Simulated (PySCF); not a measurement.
BGeH6NO2, SMILES B([NH][GeH3])(O)O.

Geometry optimised at PBE0-D3(BJ)/def2-SVP. This is a generated structure with no PubChem entry under its InChIKey; it may be hypothetical. One conformer was computed; it need not be the lowest.

These are TDDFT-PBE/def2-SVPD (PySCF 2.14.0) values and carry that method's errors.

Vertical excitations. Gas-phase values at a fixed geometry. State labels are in the subgroup Cs.

Computed UV-visible absorptions:
| state | symmetry | energy (eV) | λ (nm) | f | main pairs |
|---|---|---|---|---|---|
| S1 | A" | 5.28 | 235 | 0.002 | HOMO→LUMO 100 % |
| S2 | A" | 6.07 | 204 | 0.014 | HOMO→LUMO+1 98 % |
| S3 | A" | 6.47 | 192 | 0.002 | HOMO→LUMO+2 99 % |
| S4 | A" | 6.58 | 188 | 0.001 | HOMO→LUMO+3 84 %, HOMO−1→LUMO 16 % |
| S5 | A" | 6.60 | 188 | 0.000 | HOMO−1→LUMO 84 %, HOMO→LUMO+3 16 % |
| S6 | A" | 6.97 | 178 | 0.003 | HOMO→LUMO+5 99 % |
| S7 | A' | 7.07 | 175 | 0.068 | HOMO→LUMO+4 92 % |
| S8 | A' | 7.11 | 174 | 0.004 | HOMO−2→LUMO 95 % |
| S9 | A" | 7.35 | 169 | 0.000 | HOMO−1→LUMO+1 100 % |
| S10 | A" | 7.46 | 166 | 0.000 | HOMO−3→LUMO 99 % |
| T1 | A" | 5.12 | 242 | 0 | HOMO→LUMO 100 % |
| T2 | A" | 5.88 | 211 | 0 | HOMO→LUMO+1 98 % |
| T3 | A" | 6.30 | 197 | 0 | HOMO→LUMO+2 99 % |
| T4 | A" | 6.48 | 191 | 0 | HOMO−1→LUMO 79 %, HOMO→LUMO+3 20 % |
Triplets are in the Tamm–Dancoff approximation, which puts them higher than full response would, so one can lie above its singlet here.
